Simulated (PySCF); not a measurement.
**Spinor energies of Kr⁹⁺ (krypton, charge +9)**

Start: [Ar] 3d9; 3d3/2 filled at m_j = -3/2, -1/2, +1/2, +3/2; 3d5/2 filled at m_j = -3/2, -1/2, +1/2, +3/2, +5/2. Calculated with PySCF 2.14 in an even-tempered Gaussian basis (18 s from 0.53 bohr⁻², ratio 2.8; 13 p from 0.69 bohr⁻², ratio 2.8; 9 d from 0.69 bohr⁻², ratio 2.8; 4 f from 4.6 bohr⁻², ratio 3): generalised Hartree-Fock with the X2C-1e Hamiltonian and a Gaussian nucleus; spin-orbit coupling (SO) screened by Boettger's factors.

```tsv
spinor shell	electrons	ε, screened SO (eV)	weight of nominal j (screened SO)	rms radius, screened SO (bohr)
1s1/2	2	-14588.2	1.000	0.0478
2s1/2	2	-2141.2	1.000	0.199
2p1/2	2	-1947.1	1.000	0.174
2p3/2	4	-1891.3	1.000	0.178
3s1/2	2	-475.44	1.000	0.558
3p1/2	2	-406.03	0.978	0.563
3p3/2	4	-394.89	0.989	0.573
3d3/2	4	-275.43	0.898	0.573
3d5/2	5	-272.83	0.919	0.577
```

```json
{"quantity": "E (hartree)", "screened SO": "-2761.55828"}
{"quantity": "M_J", "screened SO": "5/2"}
{"quantity": "⟨J²⟩", "screened SO": "8.751"}
{"quantity": "⟨L²⟩", "screened SO": "6.004"}
{"quantity": "⟨S²⟩", "screened SO": "0.753"}
```

Each row is a mean over spinors that exchange with the open shell spreads, by up to 11.121 eV (3p3/2).

Rows whose weight is well below 1 are mixtures of j = l ± 1/2: exchange outweighs spin-orbit coupling there, and the label is only the starting occupation.
